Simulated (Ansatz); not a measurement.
This geometry of GaH3 + H3P (8 atoms, charge 0, multiplicity 1) is a first-order saddle point.

Method: RKS PBE0-D4/def2-SVP (Ansatz).

```xyz
8
Properties=species:S:1:pos:R:3
Ga 0.048 -0.278 0.000
H -0.068 0.168 1.656
H 1.483 0.043 -0.488
H -1.382 -0.159 -0.586
P 0.129 -2.662 1.163
H -0.647 -3.000 0.017
H 1.396 -2.779 0.524
H -0.010 -0.942 1.618
```

(1) Which two structures does it join? (They come from a converged band through this point; their orientation in space is the band's.)

(2) How far does it lie above each of them?

Results:

(1) Bonds broken: Ga1–H2, P5–H8. Bonds formed: Ga1–P5, H2–H8. GaH3 + H3P becomes GaH4P + H2.

Image 0:

```xyz
8
Properties=species:S:1:pos:R:3
Ga 0.023 0.096 0.103
H -0.065 0.747 1.533
H 1.422 -0.070 -0.592
H -1.296 -0.225 -0.687
P 0.187 -3.015 1.199
H -0.654 -2.800 0.066
H 1.379 -2.627 0.518
H -0.047 -1.715 1.763
```

Image 6:

```xyz
8
Properties=species:S:1:pos:R:3
Ga 0.120 -0.703 -0.091
H -0.169 0.633 1.872
H 1.429 0.142 -0.281
H -1.283 -0.157 -0.535
P 0.257 -2.844 0.809
H -0.637 -3.423 -0.142
H 1.441 -3.191 0.089
H -0.209 -0.068 2.182
```

(2) 21.4 kcal/mol above the first and 26.7 kcal/mol above the second. This is the barrier of this one path; another mechanism may lie lower. The orbitals stay closed-shell, which can raise the energy where a bond breaks towards radicals; this wasn't checked here.

Run time: 63 s on 1 thread of AMD EPYC 9R45 96-Core Processor (Zen 5), with other jobs on the host, peak memory 0.18 GiB.
